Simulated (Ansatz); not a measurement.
`[NH2][W](=[O])(=[O])[OH]` + H–F → `[O]=[W](=[O])([OH])[F]` + NH₃ at 600 K and 1 bar (ligand exchange at a W–N bond).

Gas-phase electronic energies from Ansatz, PBE0-D4/def2-TZVP geometries. CCSD(T)/CBS is the MP2 limit (def2-TZVPP, def2-QZVPP) plus CCSD(T) − MP2 in def2-TZVPP, frozen cores. This one scheme is used for every species. def2 core potentials past Kr. For W outer-core shells are correlated without core-valence functions, which leaves a few kJ/mol of doubt a bond. Each species was taken in one conformer, which may not be the lowest.

| species | CCSD(T)/CBS energy (Eh) | H − E (kJ/mol) | S (J/(mol·K)) |
| --- | --- | --- | --- |
| `[NH2][W](=[O])(=[O])[OH]` | -349.16250 | 177.0 | 435.1 |
| H–F | -100.39570 | 42.3 | 194.0 |
| `[O]=[W](=[O])([OH])[F]` | -393.06556 | 107.2 | 406.6 |
| NH₃ | -56.50880 | 112.4 | 219.5 |

H − E and S are ideal-gas, rigid-rotor, harmonic terms from PBE0-D4/def2-TZVP, for one conformer and one mirror image of each species. 1 Eh = 2625.50 kJ/mol, R = 8.31446 J/(mol·K).

Question: By hand: ΔE, ΔH, ΔS and ΔG.

Answer: ΔE = (-393.06556) + (-56.50880) − (-349.16250) − (-100.39570) = -0.01616 Eh = -42.4 kJ/mol. Δ(H − E) = 107.2 + 112.4 − 177.0 − 42.3 = 0.3, so ΔH = -42.1 kJ/mol. ΔS = 406.6 + 219.5 − 435.1 − 194.0 = -3.0 J/(mol·K). ΔG = -42.1 − 600 × (-3.0)/1000 = -40.3 kJ/mol.

Question: By hand: the equilibrium constant, and the temperature at which ΔG would vanish if ΔH and ΔS stayed fixed.

Answer: log₁₀ K = −ΔG/(RT ln 10) = 3.5. ΔG = 0 at ΔH/ΔS = 14033 K, far beyond where these terms or the molecules hold.

The number of gas molecules stays the same, so ΔS is small and ΔH decides. A doubt of 5 kJ/mol in ΔE shifts log₁₀ K by 0.4 here. Other conformers and mirror images would add mixing entropy, several J/(mol·K) or more a flexible species. These are equilibria of isolated gas molecules and say nothing of rates. Largest T1 diagnostic: 0.023 (customary marks: 0.02 for closed shells, 0.045 for open ones).
